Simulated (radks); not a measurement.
The numbers below are computed, except where a source is named.
All-electron atom: P II in [Ne] 3s0.5 3p3.5 (fractional occupations, a model configuration). Level of theory: non-relativistic Kohn-Sham, PBE, spin-polarised, spherical densities, point nucleus; open shells are filled with parallel spins first (a radial shooting solver on a logarithmic mesh with Libxc functionals).

X-ray form factor f0, the Fourier transform of the density (f0(0) = 14):

sin(theta)/lambda (1/angstrom)  f0 (electrons)
0.05                                    13.612
0.1                                     12.619
0.15                                    11.393
0.2                                     10.246
0.25                                     9.316
0.3                                      8.598
0.4                                      7.545
0.5                                      6.665
0.6                                      5.811
0.8                                      4.262
1                                        3.112
1.25                                     2.227
1.5                                      1.751
2                                        1.331
